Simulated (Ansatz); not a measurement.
```yaml
crystal:
  periodic: [false, false, false]
  atoms:
    - {symbol: Si, position_ang: [-1.554483, -0.548652, -0.237465]}
    - {symbol: Si, position_ang: [0.430462, -0.053640, 0.904810]}
    - {symbol: O, position_ang: [1.782229, -0.614838, 0.087305]}
    - {symbol: P, position_ang: [2.364273, 0.798183, -0.566621]}
    - {symbol: S, position_ang: [1.047027, 1.986157, 0.671668]}
    - {symbol: H, position_ang: [-2.670327, 0.169296, 0.435054]}
    - {symbol: H, position_ang: [-1.833858, -2.009793, -0.218462]}
    - {symbol: H, position_ang: [-1.443090, -0.082321, -1.643851]}
    - {symbol: H, position_ang: [0.416916, -0.520698, 2.315102]}
    - {symbol: H, position_ang: [1.544150, 0.825208, -1.744541]}
basis:
  gaussian: {orbitals: pcseg-2}
total_charge: 1
magnetization: {spin_polarized: true, initial_magnetization: 1}
hamiltonian: {xc: {name: B97M-V}}
output: {forces: true}
```

```sh
$ ansatz run in.yaml --threads 4 --pin off --events-out ev --progress --plain --max-ram 10444MiB
```

Output, abridged:

```
Functional definition: B97M-V
1444 factors; their error is unknown
mean field evaluation 1: about -37981.4187 eV, gradient 5.6e1 eV
mean field evaluation 2: about -37819.4159 eV, gradient 1.5e2 eV
mean field evaluation 4: about -37989.4622 eV, gradient 2.5e1 eV
mean field evaluation 8: about -37993.3996 eV, gradient 3.9e-1 eV
mean field evaluation 16: about -37993.3396 eV, gradient 1.7e-3 eV
mean field -37993.33957862 eV, -1396.2294767039 hartree, gradient 7.5e-5 eV, S^2 0.753375; 2 other end points of the search recorded, 0 dependent functions left out
reference -37993.33966400 eV, -1396.2294798415 hartree; 36, 35 occupied and 200, 201 virtual orbitals, 1444 factors
Total energy: -37993.33966400 eV, -1396.2294798415 hartree
Atom 0 at    -1.554483    -0.548652    -0.237465 Å, force    -1.216029    -0.131502    -0.643655 eV/Å
Atom 1 at     0.430462    -0.053640     0.904810 Å, force     0.422252    -0.602545     0.934443 eV/Å
Atom 2 at     1.782229    -0.614838     0.087305 Å, force     0.298933     0.829540    -0.743366 eV/Å
Atom 3 at     2.364273     0.798183    -0.566621 Å, force    -1.129591    -0.714101     1.003340 eV/Å
Atom 4 at     1.047027     1.986157     0.671668 Å, force     0.341214     0.067244    -0.693220 eV/Å
Atom 5 at    -2.670327     0.169296     0.435054 Å, force     0.342807     0.016703     0.074382 eV/Å
Atom 6 at    -1.833858    -2.009793    -0.218462 Å, force     0.372351     0.153913     0.185501 eV/Å
Atom 7 at    -1.443090    -0.082321    -1.643851 Å, force     0.263437     0.049698     0.190523 eV/Å
Atom 8 at     0.416916    -0.520698     2.315102 Å, force    -0.001917     0.123656    -0.201074 eV/Å
Atom 9 at     1.544150     0.825208    -1.744541 Å, force     0.306542     0.207394    -0.106874 eV/Å
Dipole moment:    -0.018362     0.112729    -0.158337 e Å
```

It took 25 s on 4 threads of a server CPU on a shared host, with 0.64 GiB of host memory at the peak.
